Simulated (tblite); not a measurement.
C5H11NOSi.
Z-matrix (Å and degrees, GFN2-xTB geometry), rows numbered from 1:
```
C 
C   1  1.5277
N   2  1.4393  1  113.23
Si  3  1.7102  2  122.58  1    82.38
C   4  1.8881  3  124.07  2   -85.15
C   5  1.3257  4  106.88  3  -116.96
C   6  1.4976  5  115.38  4     0.57
O   7  1.3966  6  110.19  5     4.94
H   1  1.0878  2  110.39  3    60.39
H   1  1.0870  2  110.50  3  -179.43
H   1  1.0868  2  109.65  3   -59.23
H   2  1.0909  1  109.41  3   119.63
H   2  1.0953  1  109.54  3  -121.91
H   3  1.0095  2  112.36  1   -67.94
H   4  1.4629  3  107.48  2    49.45
H   5  1.0770  4  130.70  3    63.96
H   6  1.0799  5  126.85  4  -179.28
H   7  1.0975  6  111.14  5   125.64
H   7  1.0988  6  110.06  5  -115.15
```

Calculated harmonic vibrations of the isolated species, GFN2-xTB (tblite), most abundant isotopes, no scaling. This tight-binding method is rough: wavenumbers can miss measured ones by several per cent, in bad cases by 10 to 20. Modes of hydrogen on silicon can be 10 to 20 % off. One conformer, not necessarily the lowest.

Harmonic wavenumbers (cm⁻¹): 44.3, 61.6, 102.8, 143.0, 199.9, 233.9, 291.0, 357.1, 405.2, 471.0, 508.1, 601.5, 667.7, 693.7, 725.2, 765.9, 807.4, 830.5, 868.2, 904.7, 962.3, 984.6, 986.8, 1066.4, 1068.1, 1097.6, 1141.7, 1177.1, 1181.7, 1248.0, 1275.3, 1301.0, 1326.9, 1372.4, 1399.3, 1464.8, 1485.3, 1491.2, 1499.9, 1647.6, 2257.7, 2863.6, 2902.7, 2925.2, 2985.6, 3032.3, 3038.8, 3046.4, 3065.6, 3100.9, 3437.8.

A = 3985, B = 1019, C = 884.5 MHz; mass 129.061 u (most abundant isotopes); point group C1, symmetry number 1.

Question: What is the zero-point energy?

Answer: ½Σν̃ = 33759 cm⁻¹ = 403.84 kJ/mol.

Question: Give the ideal-gas entropy at 298.15 K and 1 bar in the rigid-rotor, harmonic-oscillator model (classical rotation).

Answer: Translation 169.47, rotation 120.84, vibration 115.88: S = 406.2 J/(mol K).

Question: And Cp and H(298.15 K) − H(0)?

Answer: Cp = 155.54 J/(mol K), of which vibrations give 122.28 (their classical limit is 51 R = 424.0); H(298.15 K) − H(0) = 27.94 kJ/mol without the zero-point energy, 18.03 from vibrations.

Question: Which modes carry the vibrational entropy at 298.15 K?

Answer: 44.3 cm⁻¹: 21.16; 61.6 cm⁻¹: 18.43; 102.8 cm⁻¹: 14.23; 143.0 cm⁻¹: 11.56; 199.9 cm⁻¹: 8.93; 233.9 cm⁻¹: 7.74 J/(mol K); the other 45 give 33.84 together.

Question: How do the functions run with temperature in this model?

Answer: 
```json
{"T (K)": "150", "S (J/(mol K))": "323.7", "Cp (J/(mol K))": "93.6", "H − H(0) (kJ/mol)": "9.62", "G − H(0) (kJ/mol)": "-38.93", "ln q(vib)": "3.04"}
{"T (K)": "250", "S (J/(mol K))": "380.7", "Cp (J/(mol K))": "134.3", "H − H(0) (kJ/mol)": "20.97", "G − H(0) (kJ/mol)": "-74.22", "ln q(vib)": "5.49"}
{"T (K)": "400", "S (J/(mol K))": "458.0", "Cp (J/(mol K))": "198.6", "H − H(0) (kJ/mol)": "46.02", "G − H(0) (kJ/mol)": "-137.20", "ln q(vib)": "9.16"}
{"T (K)": "600", "S (J/(mol K))": "551.9", "Cp (J/(mol K))": "264.7", "H − H(0) (kJ/mol)": "92.77", "G − H(0) (kJ/mol)": "-238.38", "ln q(vib)": "14.07"}
{"T (K)": "900", "S (J/(mol K))": "672.2", "Cp (J/(mol K))": "327.5", "H − H(0) (kJ/mol)": "182.41", "G − H(0) (kJ/mol)": "-422.58", "ln q(vib)": "21.14"}
```

q(vib) and H(0) count from the zero-point level.

Hindered rotation and anharmonicity are outside this model. Other conformers, if any are populated, would add a mixing term that is left out. The structure is chiral; the term R ln 2 for an equal mix with its mirror image is left out.

Hardware: an Arm Neoverse N1 with one thread, no GPU, shared host. Cost: 1.2 s wall. The figure is for the frequency step alone.
